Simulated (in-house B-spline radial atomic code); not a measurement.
Inner levels of technetium as electrons are removed. A shift is the extra binding of the orbital against the neutral atom ([Kr] 4d3/2(4) 4d5/2(1) 5s2). The density at the nucleus is averaged over the nuclear charge. Computed with a radial B-spline atomic code at the basis-set limit: Dirac-Hartree-Fock, jj configuration that fills j = l - 1/2 first, finite nuclei.

A number in brackets counts the electrons of a j subshell.

| ion | configuration | shift of 3p1/2 (eV) | shift of 3p3/2 (eV) | shift of 2p1/2 (eV) | radius of 3p1/2 (bohr) | radius of 3p3/2 (bohr) | radius of 2p1/2 (bohr) | Σ<r²> (bohr²) | change of density at nucleus (bohr⁻³) |
| --- | --- | --- | --- | --- | --- | --- | --- | --- | --- |
| Tc12+ | [Ar] 3d10 4s2 4p1/2(1) | 237.49 | 236.53 | 247.17 | 0.40452 | 0.41462 | 0.12709 | 6.7008 | 110.82 |
| Tc13+ | [Ar] 3d10 4s2 | 265.8 | 265.64 | 277.96 | 0.40418 | 0.41386 | 0.12709 | 5.5314 | 130.34 |
| Tc14+ | [Ar] 3d10 4s1 | 296.22 | 295.99 | 310.55 | 0.40343 | 0.41301 | 0.12707 | 4.4949 | -50.391 |
| Tc15+ | [Ar] 3d10 | 327.35 | 327.04 | 344.03 | 0.40264 | 0.41211 | 0.12705 | 3.5132 | -245.35 |
| Tc16+ | [Ar] 3d3/2(4) 3d5/2(5) | 380.96 | 377.61 | 410.07 | 0.39818 | 0.40767 | 0.127 | 3.2355 | -202.13 |
| Tc17+ | [Ar] 3d3/2(4) 3d5/2(4) | 435.95 | 429.51 | 478.48 | 0.39375 | 0.40327 | 0.12694 | 2.9771 | -156.34 |
| Tc18+ | [Ar] 3d3/2(4) 3d5/2(3) | ? | ? | ? | ? | ? | ? | ? | ? |
| Tc19+ | [Ar] 3d3/2(4) 3d5/2(2) | 550.01 | 537.26 | 622.32 | 0.38504 | 0.39461 | 0.1268 | 2.5103 | -57.128 |
| Tc20+ | [Ar] 3d3/2(4) 3d5/2(1) | 609.05 | 593.08 | 697.7 | 0.38076 | 0.39037 | 0.12672 | 2.2989 | -3.6962 |
| Tc21+ | [Ar] 3d3/2(4) | 669.39 | 650.17 | 775.38 | 0.37653 | 0.38619 | 0.12663 | 2.1004 | 52.284 |
| Tc22+ | [Ar] 3d3/2(3) | 726.81 | 710.89 | 853.14 | 0.37275 | 0.38178 | 0.12641 | 1.9156 | 112.06 |
| Tc23+ | [Ar] 3d3/2(2) | 785.48 | 772.89 | 932.99 | 0.36903 | 0.37744 | 0.12618 | 1.7416 | 174.44 |
| Tc24+ | [Ar] 3d3/2(1) | ? | ? | ? | ? | ? | ? | ? | ? |
| Tc25+ | [Ne] 3s2 3p6 | 906.56 | 900.69 | 1098.85 | 0.36173 | 0.36899 | 0.12568 | 1.4226 | 307.03 |
| Tc26+ | [Ne] 3s2 3p1/2(2) 3p3/2(3) | ? | ? | ? | ? | ? | ? | ? | ? |
| Tc27+ | [Ne] 3s2 3p1/2(2) 3p3/2(2) | 1031.29 | 1026.53 | 1264.61 | 0.35522 | 0.3619 | 0.12526 | 1.0762 | 464.18 |

(1) Fill in the row of Tc18+.

(2) Fill in the row of Tc24+.

(3) Fill in the row of Tc26+.

## Answers

(1) shift of 3p1/2 (eV): 492.31; shift of 3p3/2 (eV): 482.74; shift of 2p1/2 (eV): 549.24; radius of 3p1/2 (bohr): 0.38937; radius of 3p3/2 (bohr): 0.39891; radius of 2p1/2 (bohr): 0.12688; Σ<r²> (bohr²): 2.7358; change of density at nucleus (bohr⁻³): -108.01.

(2) shift of 3p1/2 (eV): 845.4; shift of 3p3/2 (eV): 836.16; shift of 2p1/2 (eV): 1014.9; radius of 3p1/2 (bohr): 0.36535; radius of 3p3/2 (bohr): 0.37318; radius of 2p1/2 (bohr): 0.12593; Σ<r²> (bohr²): 1.5775; change of density at nucleus (bohr⁻³): 239.43.

(3) shift of 3p1/2 (eV): 968.48; shift of 3p3/2 (eV): 963.16; shift of 2p1/2 (eV): 1181; radius of 3p1/2 (bohr): 0.35845; radius of 3p3/2 (bohr): 0.36533; radius of 2p1/2 (bohr): 0.12547; Σ<r²> (bohr²): 1.2462; change of density at nucleus (bohr⁻³): 384.52.
